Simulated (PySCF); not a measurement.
Job for PySCF: R-MP2/6-31G* on CH5N (SMILES CN) with ghost functions, monomers drawn apart or pushed together.

```python
from pyscf import gto, scf, dft, mp
from pyscf.data.elements import chemcore

mol = gto.M(
    atom='''
    C     0.69185470    0.25912261    3.44553044
    N    -0.62413780   -0.29479120    3.13685770
    H     1.24101489   -0.44801501    4.06903776
    H     0.56813517    1.17458234    4.02604719
    H     1.31562327    0.49468366    2.57276478
    H    -0.54767475   -1.16052382    2.61785858
    H    -1.17286932    0.34690328    2.57843059
    ghost-Si   -0.02219163   -0.12477800   -0.06855816
    ghost-H    0.04119118    1.22432503    0.53590559
    ghost-H    0.28310070   -0.03283706   -1.51421110
    ghost-H   -1.38115579   -0.68414839    0.11005087
    ghost-H    0.96689538   -1.00720420    0.58927622
    ''',
    basis='6-31g*',
    cart=True,
    charge=0, spin=0, verbose=3, max_memory=1800)
mf = scf.RHF(mol)
mf.conv_tol = 1e-8
mf.max_cycle = 100
mf.kernel()
if not mf.converged:
    mf = mf.newton().run(mf.mo_coeff, mf.mo_occ)
pt = mp.MP2(mf, frozen=chemcore(mol)).run()
```

Task: Give the final energy of this run.

Result: -95.5097 hartree.
